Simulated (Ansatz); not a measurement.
Reaction (hydrogenolysis of a C–Se bond): `[SeH]C1CCS1` + H₂ → `C1CSC1` + H₂Se

Gas-phase electronic energies from Ansatz, PBE0-D4/def2-TZVP geometries. CBS: MP2 limit from def2 TZ/QZ plus the TZ coupled-cluster correction, frozen cores. This one scheme is used for every species. DFT in def2-TZVPP. For Se outer-core shells are correlated without core-valence functions, which leaves a few kJ/mol of doubt a bond. Scalar relativity is left out up to krypton. One conformer a species, not always the lowest.

| level | ΔE (kJ/mol) |
| --- | --- |
| LDA (SPW92) | -55.1 |
| HF/def2-SVP | -98.0 |

Q: What does CCSD(T)/CBS give? (An estimate is asked.)

A: Ansatz gave: -54.7 kJ/mol. The listed levels differ from it by -0.4, -43.3 kJ/mol.

Largest T1 diagnostic among the species: 0.010.

At CCSD(T), def2-SVP lies −15.9 kJ/mol from the extrapolated value and def2-TZVPP −2.3 kJ/mol. The D4 term adds +15.6 kJ/mol with B3LYP and +8.3 kJ/mol with PBE0; it sums over pairs of atoms, weighted by their polarisabilities, and B3LYP, whose exchange is more repulsive, gets the larger term.

CCSD(T)/CBS has its own doubt, a few kJ/mol and more with outer-core shells, so smaller differences from it don't rank the levels.

B3LYP here is the variant with VWN-RPA as its local correlation; programs differ in this.
